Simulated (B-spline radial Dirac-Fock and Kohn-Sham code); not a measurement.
Z = 67 (holmium), transition energy 510 keV. Method: a Dirac-Hartree-Slater potential of the neutral atom with a Latter tail (no hole, which puts coefficients of high multipoles low close above an edge), finite nucleus with surface currents. Computed with a radial B-spline solver. Subshells that would emit electrons below 1 keV are left out.

Q: A pure transition shows α(K) = 0.0760, L1/L2 = 0.520 and L1/L3 = 1.68. What is its multipolarity?
A. M2
B. E2
C. M4
D. M1
E. M3
F. E1
G. E3
H. E4

A: H. For comparison, α(K), L1/L2, L1/L3 are E1 0.00437, 13.2, 13.1; E2 0.0121, 2.72, 5.11; E3 0.0306, 0.977, 2.66; M1 0.0260, 14.7, 98.1; M2 0.0795, 9.43, 32.5; M3 0.205, 6.44, 9.19; M4 0.513, 4.76, 4.02.
